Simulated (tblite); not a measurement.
Cl₂Hg (SMILES [Cl][Hg][Cl]), singlet, geometry from GFN2-xTB (such geometries of metal compounds can be far from the true shape); tblite with GFN1-xTB with ALPB(water).

Input for tblite:
```
$ tblite run mol.xyz --method gfn1 --charge 0 --spin 0 --alpb water --json tblite.json --no-restart

# file mol.xyz
3

Hg     0.00000000     0.00000000     0.00000000
Cl     0.00000000     0.00000000     2.30126892
Cl    -0.00000000    -0.00000000    -2.30126892
```

It wrote (shortened):

```
xTB calculator
 | screened Coulomb repulsion
 | Coulomb electrostatics
 |  * isotropic Klopman-Ohno-Mataga-Nishimoto electrostatics
 |  * onsite third-order electrostatics
 | DFT-D3(BJ) dispersion correction
 | Interactions (3)
 | [1] alpb/gbsa reaction field model
 | [2] cds contribution to solvation
 | [3] empirical free energy shift and standard state/solvent correction

halogen bonding energy    0.0000000000000E+00 Eh
repulsion energy          5.2783552317785E-03 Eh
dispersion energy        -9.9921900090090E-04 Eh
interaction energy       -2.0774794320441E-03 Eh
number of electrons       1.6000000000000E+01 e
integral cutoff           2.9931978625564E+01 bohr

------------------------------------------------------------
  cycle        total energy    energy error   density error
------------------------------------------------------------
      1     -9.397635983434  -9.3998376E+00   5.2525275E-01
      2     -9.414321924254  -1.6685941E-02   2.3817840E-01
      3     -9.417018109099  -2.6961848E-03   4.3085666E-02
      4     -9.417012764684   5.3444150E-06   1.1803963E-02
      5     -9.417021651375  -8.8866905E-06   9.5955135E-04
      6     -9.417021630183   2.1191376E-08   7.0701663E-04
      7     -9.417021671964  -4.1780932E-08   3.3375599E-06
------------------------------------------------------------

electronic energy        -9.4192233287632E+00 Eh
total energy             -9.4170216719644E+00 Eh

Post processing:
 | Mayer-Wiberg bond orders

[Info] JSON dump of results written to 'tblite.json'
```
